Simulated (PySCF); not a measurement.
Spectrum to structure. Level of theory: TDDFT PBE0/def2-SVPD, vertical, gas phase, core orbitals frozen in the response in PySCF. Geometries: GFN2-xTB, one conformer each.

```csv
state,E (eV),λ (nm),f
S1,5.22,237.7,0.199
S2,5.44,228.0,0.0013
S3,5.65,219.6,0.0000
S4,6.18,200.6,0.179
S5,6.34,195.4,0.0032
S6,6.74,184.0,0.104
```

Problem. Which candidate is it? All have the formula C5H7NO2.
A. `O=CNC1COCC=1`
B. `C(N)(=O)/C=C\C(C)=O`
C. `C=C(C(C)=O)C(N)=O`

Solution. A. Its S1, at 5.22 eV, is the highest among the candidates; the nearest of the others has S1 at 3.67 eV. S1 is HOMO→LUMO (92%). Löwdin shares by element: HOMO carbon 36% or more, oxygen 12% or more, nitrogen 10% (atoms not listed hold the other 42%); LUMO carbon 55% or more, oxygen 20% or more (atoms not listed hold the other 26%). At the same level the other candidates give, for their lowest levels:
- `CC(=O)/C=C\C(N)=O`: 3.64 eV (f 0.005); 3.75 eV (f 0.002); 4.33 eV (f 0.011); 5.63 eV (f 0.290); 5.99 eV (f 0.003); T1 3.24 eV; HOMO -7.57, LUMO -2.54 eV
- `C=C(C(C)=O)C(N)=O`: 3.67 eV (f 0.000); 4.00 eV (f 0.000); 4.35 eV (f 0.002); 5.66 eV (f 0.000); 5.86 eV (f 0.209); T1 3.27 eV; HOMO -7.55, LUMO -2.39 eV

Conformer computed: `[O:1]=[CH:2][NH:3][C:4]1=[CH:5][CH2:6][O:7][CH2:8]1`: O1–C2–N3–C4 0°, C2–N3–C4–C5 180°.
Triplets come from the Tamm–Dancoff approximation.
